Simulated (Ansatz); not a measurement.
Born–Oppenheimer molecular dynamics of C2H8OSi2 (13 atoms, charge 0, multiplicity 1). It starts from a relaxed structure.

Method: Ansatz, RKS B3LYP/STO-3G.

```
ensemble        : NVT, Nosé–Hoover chain
time step       : 0.5 fs
steps asked     : 538
set temperature : 500 K
thermostat      : time constant 20 fs, chain length 1
seed            : 57156
```

First frame:

```xyz
13
Properties=species:S:1:pos:R:3
O -1.779 1.214 0.524
Si -0.404 0.241 0.168
Si 0.001 -1.244 1.815
C 0.021 -0.110 -1.595
C 0.952 0.941 -0.874
H -1.856 1.833 -0.288
H 1.176 -2.019 1.493
H -1.111 -2.152 1.980
H 0.228 -0.574 3.074
H -0.590 0.292 -2.411
H 0.500 -1.051 -1.881
H 0.891 1.963 -1.264
H 1.991 0.631 -0.725
```

(1) What does the run give?

(2) What happens to the structure?

(3) How do temperature and energy run in time?

## Answers

(1) The run went to its last step.

| Quantity | Value |
| --- | --- |
| steps done | 538 |
| time covered | 269 fs |
| mean temperature over the second half | 486 K |
| spread of the potential energy over the second half | 25.2 meV per atom |
| mean potential energy of the second half above the start | 49.9 meV per atom |

The conserved energy stayed within 0.51 meV per atom of its start (net change 0.035 meV per atom), so the integration is sound. A run of 0.27 ps of so small a system gives no equilibrium averages. Limits of this set-up: minimal basis.

(2) The same pairs are bonded in the first frame and the last. Pairs count as bonded within 1.25 times the sum of covalent radii (0.12 Å more for H–H). The details hang on the random start.

(3) 
| time (fs) | T (K) | potential energy less start (eV) | conserved less start (meV/atom) |
| --- | --- | --- | --- |
| 0.0 | 500 | 0.000 | 0.00 |
| 22.0 | 376 | 0.397 | 0.18 |
| 44.0 | 823 | 0.626 | 0.20 |
| 66.0 | 872 | 1.275 | 0.51 |
| 88.0 | 592 | 0.666 | 0.12 |
| 110.0 | 307 | 0.362 | 0.05 |
| 132.0 | 274 | 0.297 | -0.04 |
| 154.0 | 442 | 0.428 | 0.08 |
| 176.0 | 716 | 1.012 | 0.26 |
| 198.0 | 1073 | 0.770 | 0.09 |
| 220.0 | 391 | 0.700 | 0.18 |
| 242.0 | 223 | 0.414 | 0.06 |
| 264.0 | 228 | 0.402 | 0.04 |

Time of the run: 26 min on 1 thread of Arm Neoverse V1, on a shared host, peak memory 0.11 GiB.
